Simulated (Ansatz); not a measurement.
Basis-set series for C6H4AlF7O2 (`[CH3][Al-]1([F])[O]C(C(F)(F)F)=CC(C(F)(F)F)=[O+]1`). The species carries charge 0 and has multiplicity 1. The structure was optimised at the PBE0-D4/def2-TZVP level.

| functional | basis | functions | energy (Eh) | HOMO (eV) | LUMO (eV) |
| --- | --- | --- | --- | --- | --- |
| PBE0-D4 | def2-SVP | 248 | -1320.94986 | -8.52 | -3.58 |
| PBE0-D4 | def2-TZVPP | 563 | -1322.31264 | -8.56 | -3.63 |
| ωB97M-V | def2-SVP | 248 | -1321.82932 | -10.71 | -1.41 |
| ωB97M-V | def2-TZVPP | 563 | -1323.21750 | -10.77 | -1.51 |

Question: Give the rows for def2-QZVPP. (Estimate.)

Answer: Ansatz gave: 
```csv
functional,basis,functions,energy (Eh),HOMO (eV),LUMO (eV)
PBE0-D4,def2-QZVPP,1045,-1322.37552,-8.58,-3.67
ωB97M-V,def2-QZVPP,1045,-1323.27600,-10.79,-1.55
```
